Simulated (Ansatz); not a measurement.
C6H18BrHfN3, SMILES `C[N](C)[Hf]([Br])([N](C)C)[N](C)C`. Charge 0, multiplicity 1. Hf: def2 effective core potential. The geometry is a stationary point of PBE0-D4/def2-TZVP. It is one conformer, not always the lowest.

```xyz
29

C    -0.489   -2.852    0.860
N     0.125   -1.558    1.074
C     1.289   -1.643    1.922
Hf   -0.778    0.054    0.230
Br   -3.232    0.224    0.952
N     0.265    1.708    0.781
C     0.239    2.074    2.182
C     1.020    2.646   -0.012
N    -0.618   -0.134   -1.787
C    -0.006   -1.166   -2.587
C    -1.248    0.885   -2.601
H     0.200   -3.550    0.363
H    -0.811   -3.311    1.804
H    -1.380   -2.766    0.225
H     1.041   -2.057    2.910
H     2.060   -2.293    1.481
H     1.731   -0.656    2.069
H    -0.214    3.064    2.335
H     1.250    2.097    2.614
H    -0.350    1.358    2.768
H     2.066    2.704    0.322
H     0.601    3.661    0.053
H     1.022    2.348   -1.063
H     0.459   -1.922   -1.950
H    -0.741   -1.669   -3.232
H     0.775   -0.756   -3.243
H    -0.520    1.393   -3.250
H    -1.721    1.654   -1.977
H    -2.035    0.465   -3.243
```

Question: What is the dipole moment at B3LYP/def2-TZVPP? (Estimate.)

Answer: The calculation gave: 3.24 D, with components (3.10, -0.21, -0.91) D in this frame, pointing from negative to positive charge.

Question: And with PBE, r2SCAN, ωB97M-V? (An estimate is asked.)

Answer: The calculation gave: PBE 3.25 D, r2SCAN 3.32 D, ωB97M-V 3.16 D.

Question: Give the Mulliken charges with B3LYP, ωB97M-V, r2SCAN in def2-TZVPP. (Estimate.)

Answer: Computed: 
```json
{"atom": "C1", "B3LYP": "-0.17", "ωB97M-V": "-0.25", "r2SCAN": "-0.04"}
{"atom": "N2", "B3LYP": "-0.28", "ωB97M-V": "-0.27", "r2SCAN": "-0.30"}
{"atom": "C3", "B3LYP": "-0.17", "ωB97M-V": "-0.22", "r2SCAN": "-0.04"}
{"atom": "Hf4", "B3LYP": "0.67", "ωB97M-V": "0.53", "r2SCAN": "0.63"}
{"atom": "Br5", "B3LYP": "-0.39", "ωB97M-V": "-0.33", "r2SCAN": "-0.38"}
{"atom": "N6", "B3LYP": "-0.28", "ωB97M-V": "-0.27", "r2SCAN": "-0.30"}
{"atom": "C7", "B3LYP": "-0.17", "ωB97M-V": "-0.25", "r2SCAN": "-0.04"}
{"atom": "C8", "B3LYP": "-0.17", "ωB97M-V": "-0.22", "r2SCAN": "-0.04"}
{"atom": "N9", "B3LYP": "-0.28", "ωB97M-V": "-0.27", "r2SCAN": "-0.30"}
{"atom": "C10", "B3LYP": "-0.17", "ωB97M-V": "-0.22", "r2SCAN": "-0.04"}
{"atom": "C11", "B3LYP": "-0.17", "ωB97M-V": "-0.25", "r2SCAN": "-0.04"}
{"atom": "H12", "B3LYP": "0.09", "ωB97M-V": "0.12", "r2SCAN": "0.05"}
{"atom": "H13", "B3LYP": "0.09", "ωB97M-V": "0.12", "r2SCAN": "0.05"}
{"atom": "H14", "B3LYP": "0.09", "ωB97M-V": "0.11", "r2SCAN": "0.05"}
{"atom": "H15", "B3LYP": "0.09", "ωB97M-V": "0.11", "r2SCAN": "0.05"}
{"atom": "H16", "B3LYP": "0.08", "ωB97M-V": "0.11", "r2SCAN": "0.04"}
{"atom": "H17", "B3LYP": "0.09", "ωB97M-V": "0.10", "r2SCAN": "0.05"}
{"atom": "H18", "B3LYP": "0.09", "ωB97M-V": "0.12", "r2SCAN": "0.05"}
{"atom": "H19", "B3LYP": "0.09", "ωB97M-V": "0.12", "r2SCAN": "0.05"}
{"atom": "H20", "B3LYP": "0.09", "ωB97M-V": "0.11", "r2SCAN": "0.05"}
{"atom": "H21", "B3LYP": "0.08", "ωB97M-V": "0.11", "r2SCAN": "0.04"}
{"atom": "H22", "B3LYP": "0.09", "ωB97M-V": "0.11", "r2SCAN": "0.05"}
{"atom": "H23", "B3LYP": "0.09", "ωB97M-V": "0.10", "r2SCAN": "0.05"}
{"atom": "H24", "B3LYP": "0.09", "ωB97M-V": "0.10", "r2SCAN": "0.05"}
{"atom": "H25", "B3LYP": "0.09", "ωB97M-V": "0.11", "r2SCAN": "0.05"}
{"atom": "H26", "B3LYP": "0.08", "ωB97M-V": "0.11", "r2SCAN": "0.04"}
{"atom": "H27", "B3LYP": "0.09", "ωB97M-V": "0.12", "r2SCAN": "0.05"}
{"atom": "H28", "B3LYP": "0.09", "ωB97M-V": "0.11", "r2SCAN": "0.05"}
{"atom": "H29", "B3LYP": "0.09", "ωB97M-V": "0.12", "r2SCAN": "0.05"}
```

B3LYP here is the variant with VWN-RPA as its local correlation; programs differ in this.
